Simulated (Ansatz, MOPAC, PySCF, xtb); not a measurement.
Complex: F2H2Si (SMILES F[SiH2]F) (first 5 atoms) with HF (SMILES F); geometry from B3LYP-D3(BJ)/def2-TZVP, rigid monomers moved along the line of their centres of mass till F3···H7 is 1.68 Å.
(charge 0, multiplicity 1):
```csv
atom,x (Å),y (Å),z (Å)
F,0.6569,0.0164,-1.4508
Si,0.0794,-0.3877,-0.0273
F,0.6496,0.6904,1.0242
H,-1.3818,-0.2644,-0.0483
H,0.6058,-1.7036,0.3495
F,-0.3195,-0.0245,3.2505
H,0.1579,0.4540,2.6110
```

Monomers are frozen at their geometry in the pair; levels with a basis set take the counterpoise correction.

Rows in 6-31G* carry no dispersion term and start afresh at each structure (6-31G* with six Cartesian d functions). The state that PM3 reach isn't checked.

Run with Ansatz (Gaussian basis) for Hartree–Fock, density functionals and correlated methods; MOPAC for PM3 (differences of heats of formation); PySCF for 6-31G* rows, the dispersion terms; xtb for the GFN methods. Values without a source in brackets are computed.

Problem. One of these levels gives -3.25 kcal/mol for the interaction energy. Which one is it?
(A) PM3
(B) GFN2-xTB
(C) HF/6-31G*
(D) PBE-D3(BJ)/def2-TZVPPD

Solution. D, PBE-D3(BJ)/def2-TZVPPD. The others give -4.38 (PM3), -3.57 (GFN2-xTB), -2.00 (HF/6-31G*)

Ansatz is a quantum-chemistry and plane-wave program.
